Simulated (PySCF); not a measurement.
Species: C6H2F2O2.
InChI=1S/C6H2F2O2/c1-2-4(9)5-3-6(7,8)10-5/h1,3H

Torsions of this conformer, `[CH:1]#[C:2][C:3](=[O:4])[C:5]1=[CH:6][C:7]([F:8])([F:9])[O:10]1`: C2–C3–C5–C6 180°.

The closed-shell ground state was solved at several levels (PySCF, density fitting, gas phase, non-relativistic). The structure is a single GFN2-xTB conformer in the gas phase; no vibrational or solvent corrections.

```tsv
level	basis functions	total energy (Eh)	HOMO (eV)	LUMO (eV)	gap (eV)	dipole (D)
B3LYP/pcJ-1	290	-579.8262	-7.68	-3.48	4.20	1.08
PBE0/pcSseg-1	180	-579.1521	-7.93	-3.31	4.62	1.10
```

What might CAM-B3LYP/def2-SVPD (228 basis functions) give for the same quantities?

Total energy -579.2039 Eh, HOMO -9.39 eV, LUMO -2.32 eV, gap 7.07 eV, dipole 1.17 D.

Over all these levels, which gives the widest orbital gap and which the narrowest?

CAM-B3LYP/def2-SVPD (range-separated hybrid) has the widest, 7.07 eV, and B3LYP/pcJ-1 (global hybrid, 20 % exact exchange) the narrowest, 4.20 eV. Functional and basis both differ between the two, so the spread mixes both effects.

How far do the dipole and the HOMO energy spread over the levels?

The dipole runs from 1.08 to 1.17 D (mean 1.12 D) and the HOMO from -9.39 to -7.68 eV.
